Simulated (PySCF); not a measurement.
Energy of Co⁺ (cobalt, charge +1) between two integer charges

The 3d beta orbital of [Ar] 3d8 is emptied in steps (occupation f), with all orbitals relaxed, ending at [Ar] 3d7. Computed with PySCF 2.14 in aug-cc-pVTZ-DK (8s7p5d3f2g, 93 functions), with scalar relativity by spin-free X2C-1e. The exact energy is a straight line in f; departures are measured from the line between the end points of the same method.

```
   f  LDA (eV)  PBE (eV)
   1     0.000     0.000
0.75    -1.307    -1.259
 0.5    -1.776    -1.709
0.25    -1.356    -1.302
   0     0.000     0.000
```

```csv
method,E(f=0) − E(f=1) (eV),−ε at f=1 (eV),−ε at f=0.5 (eV)
LDA,18.587,11.761,18.457
PBE,18.174,11.592,18.057
```

Orbital energy along the path (eV):

| f | LDA | PBE |
| --- | --- | --- |
| 1 | -11.761 | -11.592 |
| 0.75 | -14.997 | -14.722 |
| 0.5 | -18.457 | -18.057 |
| 0.25 | -22.111 | -21.568 |
| 0 | -25.934 | -25.218 |

Reference removal energy between the ground levels: 17.084 eV (measured; NIST Atomic Spectra Database, ionization energies). The calculation has no spin-orbit coupling. The determinant left behind need not be the lowest term of the ion.
